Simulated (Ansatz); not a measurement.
Two isomers of C8H16: A = `C=C(C)C(CC)CC`, B = `C[C@H]1CC[C@H](C)CC1`.

Program: Ansatz. Geometries: PBE0-D4/def2-TZVP. ΔE: electronic, gas phase. CCSD(T)/CBS adds triple-zeta CCSD(T) − MP2 to the extrapolated MP2 energy (def2 sets, frozen cores). Functionals use def2-TZVPP. B3LYP here is the variant with VWN-RPA as its local correlation; programs differ in this. Each species was taken in one conformer, which may not be the lowest.

A:

```xyz
24

C    -1.8356   -0.2155    1.1628
C    -0.5513   -0.0391    0.8683
C     0.4711    0.1670    1.9421
C    -0.0705   -0.0394   -0.5616
C     0.9182   -1.1750   -0.8393
C     0.3663   -2.5583   -0.5476
C     0.5387    1.3056   -0.9675
C    -0.4064    2.4827   -0.8119
H    -2.5767   -0.3654    0.3848
H    -2.1892   -0.2164    2.1885
H     1.2403   -0.6110    1.9149
H     0.9895    1.1232    1.8215
H     0.0109    0.1537    2.9305
H    -0.9527   -0.2067   -1.1934
H     1.2157   -1.1116   -1.8915
H     1.8341   -1.0081   -0.2610
H     1.0933   -3.3346   -0.7968
H    -0.5395   -2.7491   -1.1303
H     0.1007   -2.6703    0.5061
H     1.4521    1.4799   -0.3873
H     0.8605    1.2271   -2.0115
H     0.0600    3.4114   -1.1482
H    -0.7128    2.6163    0.2281
H    -1.3167    2.3339   -1.3997
```

B:

Z-matrix (Å, degrees):
```
C
C 1 1.518
H 1 1.093 2 111.4
H 1 1.095 2 110.7 3 119.7
H 1 1.093 2 111.4 3 -120.6
C 2 1.524 1 111.6 3 -58.0
C 2 1.524 1 111.6 3 178.5
H 2 1.100 1 108.3 3 60.3
C 6 1.521 2 112.2 1 -178.9
H 6 1.095 2 109.9 1 58.0
H 6 1.099 2 108.6 1 -57.9
C 7 1.521 2 112.2 1 178.9
H 7 1.095 2 109.9 1 -58.0
H 7 1.099 2 108.6 1 57.9
C 9 1.524 6 112.2 2 55.6
H 9 1.095 6 110.3 2 178.5
H 9 1.099 6 109.4 2 -64.9
H 12 1.099 7 109.4 2 64.9
H 12 1.095 7 110.3 2 -178.5
C 15 1.518 9 111.6 6 -178.9
H 15 1.100 9 107.6 6 62.4
H 20 1.093 15 111.4 9 -178.5
H 20 1.093 15 111.4 9 -58.0
H 20 1.095 15 110.7 9 61.8
```

Q: Which is lower in electronic energy at CCSD(T)/CBS, and by how much? (An estimate is asked.)

A: Computed: B, by 20.6 kcal/mol.

Q: Give E(B) − E(A) in kcal/mol with MP2/def2-TZVPP, BLYP-D4, CCSD/def2-TZVPP, B3LYP, HF/def2-TZVPP, B3LYP-D4, LDA (SPW92). (Estimate.)

A: The calculation gave: MP2/def2-TZVPP -22.0, BLYP-D4 -14.3, CCSD/def2-TZVPP -21.2, B3LYP -17.1, HF/def2-TZVPP -18.9, B3LYP-D4 -17.3, LDA (SPW92) -26.7. None reverses the order clearly.

Largest T1 diagnostic: 0.009.

From r2SCAN to r2SCAN0 (25 % exact exchange), in def2-TZVPP and without D4, E(B) − E(A) moves by −2.3 kcal/mol. At CCSD(T), def2-SVP lies −1.6 kcal/mol from the extrapolated value and def2-TZVPP +0.1 kcal/mol.
